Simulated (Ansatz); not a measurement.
FH₅O₂Si₂ (`O[SiH](O)[SiH2]F`), relaxed with RKS PBE-D4/def2-SVP in Ansatz from a rough embedded geometry. The force threshold is 0.03 eV/Å; the program also tests the step.

The species carries charge 0 and has multiplicity 1.

Start:

```xyz
10

O     0.003    0.406   -1.924
Si    0.145    0.686   -0.322
O    -1.215    1.537    0.083
Si    0.419   -1.227    1.046
F    -0.773   -2.312    0.608
H    -0.724   -0.260   -2.169
H     1.329    1.591   -0.120
H    -1.284    2.418   -0.320
H     1.762   -1.896    0.691
H     0.337   -0.944    2.427
```

**Question.** How much energy does the relaxation release, and in how many steps? (An estimate is asked.)

**Answer.** The calculation gave: 7.79 kcal/mol, in 12 steps.

**Question.** Which bonds change most? (An estimate is asked.)

**Answer.** Computed: Si4–H10 from 1.413 to 1.503 Å; O1–Si2 from 1.632 to 1.684 Å; O1–H6 from 1.015 to 0.977 Å; Si4–H9 from 1.542 to 1.506 Å.

**Question.** Give the relaxed structure. (Estimate.)

**Answer.** Computed: 
```xyz
10

O    -0.186    0.181   -1.874
Si    0.196    0.798   -0.355
O    -1.037    1.675    0.378
Si    0.414   -1.154    0.938
F    -0.528   -2.193    0.044
H    -0.685   -0.657   -1.811
H     1.407    1.659   -0.576
H    -1.265    2.519   -0.053
H     1.811   -1.717    0.969
H    -0.128   -1.112    2.339
```
